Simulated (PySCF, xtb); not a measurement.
GeH5Si, SMILES [GeH3][SiH2] (connectivity only; charge and spin as stated), charge +1, multiplicity 1.

GFN2-xTB (xtb 6.7.1) at its own geometry gives an orbital gap of 2.95 eV.

Coordinates come from a B3LYP-D3(BJ)/def2-TZVP optimisation. The multiplicity is an assumed one; other spin states were not compared. The isomer is the one that the SMILES or the coordinates give; other isomers of the formula were not compared.

Q: What does HF/def2-TZVPD (PySCF) give? (Estimate from the structure and the level; the computed values follow.)

A: gap 11.20 eV (levels -17.07 and -5.87 eV).
